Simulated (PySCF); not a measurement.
1,3-dibromopropa-1,2-diene (C3H2Br2), SMILES BrC=C=CBr. Atoms are numbered in the order given.

```xyz
7

Br    -2.5934    -0.0650     0.2679
C     -1.1878     0.5408    -0.8721
C      0.0000     0.0000    -0.8780
C      1.1878    -0.5408    -0.8721
Br     2.5934     0.0650     0.2679
H     -1.4824     1.3773    -1.5110
H      1.4824    -1.3773    -1.5110
```
Charge 0, spin multiplicity 1.

Geometry: B3LYP-D3(BJ)/def2-SVP.

Two levels are set side by side: PBE/pcSseg-1 (PySCF) and PBE0/pcSseg-1 (PySCF). GIAO shifts against TMS (¹H), TMS (¹³C) at the same level; non-relativistic, no solvent, atoms listed together averaged. Without spin–orbit terms, shifts of atoms bonded to Cl or Br come out too high at both levels. Differences are taken from unrounded values.

```tsv
quantity	PBE0	PBE	PBE minus PBE0
δ(¹³C) of C2, C4 (ppm)	108.5	109.4	0.9
δ(¹³C) of C3 (ppm)	220.7	218.1	-2.6
δ(¹H) of H6, H7 (ppm)	6.90	6.95	0.05
```

On these quantities the two levels nearly agree.

Rough cost on one machine, each run with all the roots and properties that it gave: PBE0 against PBE within a factor of 2.
